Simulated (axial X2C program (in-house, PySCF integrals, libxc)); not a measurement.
## Worked dissociation energy of HgH⁺: PBE0, 2c

Calculated with an axial X2C code built on PySCF integrals. Two-component (2c) means X2C with spin–orbit coupling and atomic mean-field two-electron Coulomb and Gaunt terms. Basis: Hg dyall-cv3z [13s14p9d6f4g], H dyall-v3z [6s2p1d] (cores contracted in-house); Gaussian nuclei, density fitting, unrestricted open shells. Masses: Hg 201.971 u, H 1.008 u.

Molecular state: Ω = 0 (closed shell).

```
E(Hg+) (2M_J = 1) : -19628.957066 hartree
E(H) (2M_J = 1)   : -0.501324 hartree
E(HgH⁺) at Re     : -19629.555754 hartree
ωe                : 2046.4 cm⁻¹
ωexe              : 36.2 cm⁻¹
```

**Question.** Work out De and D0.

**Answer.** De = -19628.957066 + (-0.501324) − (-19629.555754) = 0.09736 hartree = 2.649 eV. The zero-point energy is ωe/2 − ωexe/4 = 1014 cm⁻¹ = 0.126 eV, so D0 = 2.524 eV.

The state is a single determinant with fixed occupations, the lowest that a limited PBE0 search found. The closed shell is kept restricted, so the energy runs too high when the bond is stretched far. De is counted from the lowest determinant-based energies of the atoms at the same level, without counterpoise correction.

Each atomic determinant is the lowest at this level and need not be a pure J level. Totals compare only within one Hamiltonian and basis.
